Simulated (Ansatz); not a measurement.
Problem. Name a neutral molecule of Al, Cl, O, Si and H with ideal-gas entropy at 298 K and 1 bar (rigid rotor, harmonic PBE0-D4/def2-TZVP) between 360 and 376 J/(mol·K) and size of the dipole moment (B3LYP/def2-TZVPP) between 1.10 and 1.40 D (Ansatz, PBE0-D4/def2-TZVP geometry).

Solution. `O[SiH2][AlH][Cl]` (367 J/(mol·K), 1.19 D). Other molecules can fit too; these were computed, each in one conformer that needn't be the lowest.

B3LYP here is the variant with VWN-RPA as its local correlation; programs differ in this.
